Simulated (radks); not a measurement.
Q: Radial electron density D(r) = 4 pi r^2 rho(r) of an atom or ion with 66 electrons. Method: Dirac Kohn-Sham, SOGGA, spin-unpolarised, spherical densities, finite nucleus; Fermi nuclear charge, rms radius of each element as measured or else 0.836 A^(1/3) + 0.57 fm; computed with a radial shooting solver on a logarithmic mesh with Libxc functionals.

```
   r/bohr * D(r) (the largest magnitude, 122, reaches the edge; | marks zero)
 0.001391 |   *
 0.001632 |    *
   0.0019 |      *
 0.002229 |       *
 0.002616 |         *
  0.00307 |            *
 0.003574 |               *
 0.004194 |                  *
 0.004922 |                      *
 0.005776 |                          *
 0.006724 |                              *
 0.007891 |                                  *
  0.00926 |                                     *
  0.01087 |                                        *
  0.01265 |                                         *
  0.01485 |                                          *
  0.01742 |                                         *
  0.02044 |                                       *
   0.0238 |                                     *
  0.02793 |                                     *
  0.03278 |                                      *
  0.03846 |                                          *
  0.04478 |                                               *
  0.05255 |                                                    *
  0.06166 |                                                      *
  0.07236 |                                                    *
  0.08424 |                                                *
  0.09886 |                                           *
    0.116 |                                         *
   0.1361 |                                            *
   0.1585 |                                               *
    0.186 |                                                *
   0.2183 |                                          *
   0.2561 |                               *
   0.2982 |                       *
   0.3499 |                      *
   0.4106 |                        *
   0.4819 |                          *
    0.561 |                       *
   0.6583 |                 *
   0.7725 |           *
   0.9066 |        *
    1.055 |      *
    1.239 |    *
    1.453 |   *
    1.706 | *
    1.986 |*
     2.33 *
    2.734 *
    3.209 *
    3.736 *
    4.384 *
    5.144 *
    6.037 *
    7.028 *
    8.248 *
    9.679 *
    11.36 *
    13.22 *
```

What is the nuclear charge?

A: Z = 68. The innermost maximum, from 1s, lies near gamma/Z bohr with gamma = sqrt(1 - (Z/c)^2) = 0.868, here 0.0128 bohr (found: 0.0141), and its height grows with Z. The density is that of the erbium ion Er2+ in [Xe] 4f10 5f2; the configuration itself is not fixed sharply by these data, and Z only to a few units. D(r) has 5 maxima, at r = 0.0141, 0.0627, 0.174, 0.474, 4.25 bohr, and minima at 0.0273, 0.114, 0.336, 3.18 bohr, inside which lie 2.02, 11.16, 29.52, 64.33 electrons.
